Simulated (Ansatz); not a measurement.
Calculated with Ansatz (gas phase, PBE0-D4/def2-TZVP geometries, no zero-point term in ΔE). CBS: MP2 limit from def2 TZ/QZ plus the TZ coupled-cluster correction, frozen cores. This one scheme is used for every species. Functionals use def2-TZVPP. B3LYP here is the variant with VWN-RPA as its local correlation; programs differ in this. HSE06 is defined as in plane-wave codes.

Consider the hydrogenolysis of the Si–Cl bond: `C#C[SiH](F)Cl` + H₂ → `C#C[SiH2]F` + HCl.

`C#C[SiH](F)Cl`:

```xyz
7

C    -0.889    1.745   -0.366
C    -0.335    0.704   -0.117
Si    0.462   -0.865    0.293
F     2.021   -0.623    0.450
Cl    0.169   -2.193   -1.217
H    -1.377    2.666   -0.591
H    -0.051   -1.434    1.549
```

H₂:

```xyz
2

H     0.368    0.020    0.059
H    -0.368   -0.020   -0.059
```

`C#C[SiH2]F`:

Cartesian coordinates in Å:
```
C -1.899 0.378 0.333
C -0.734 0.143 0.129
Si 1.029 -0.166 -0.178
F 1.270 -1.738 -0.307
H -2.930 0.582 0.514
H 1.434 0.469 -1.451
H 1.830 0.332 0.960
```

HCl:

Cartesian coordinates in Å:
```
Cl 0.128 0.430 -0.455
H -0.128 -0.430 0.455
```

```json
{"level": "B97M-V", "ΔE (kJ/mol)": "87.4", "difference from CCSD(T)/CBS": "2.7"}
{"level": "r2SCANh-D4", "ΔE (kJ/mol)": "89.9", "difference from CCSD(T)/CBS": "5.2"}
{"level": "ωB97X-V", "ΔE (kJ/mol)": "82.8", "difference from CCSD(T)/CBS": "-1.9"}
{"level": "ωB97M-V", "ΔE (kJ/mol)": "86.0", "difference from CCSD(T)/CBS": "1.3"}
{"level": "PBE", "ΔE (kJ/mol)": "81.0", "difference from CCSD(T)/CBS": "-3.7"}
{"level": "r2SCAN", "ΔE (kJ/mol)": "89.8", "difference from CCSD(T)/CBS": "5.1"}
{"level": "B3LYP", "ΔE (kJ/mol)": "75.7", "difference from CCSD(T)/CBS": "-9.0"}
{"level": "r2SCAN0", "ΔE (kJ/mol)": "86.8", "difference from CCSD(T)/CBS": "2.1"}
{"level": "HSE06", "ΔE (kJ/mol)": "80.1", "difference from CCSD(T)/CBS": "-4.6"}
{"level": "HF/def2-TZVPP", "ΔE (kJ/mol)": "68.4", "difference from CCSD(T)/CBS": "-16.3"}
{"level": "CCSD(T)/CBS", "ΔE (kJ/mol)": "84.7", "difference from CCSD(T)/CBS": "0"}
```

Largest T1 diagnostic among the species: 0.012.

From r2SCAN to r2SCAN0 (25 % exact exchange), in def2-TZVPP and without D4, ΔE moves by −3.0 kJ/mol. The D4 term adds +8.1 kJ/mol with B3LYP and +4.3 kJ/mol with PBE0; it sums over pairs of atoms, weighted by their polarisabilities, and B3LYP, whose exchange is more repulsive, gets the larger term.
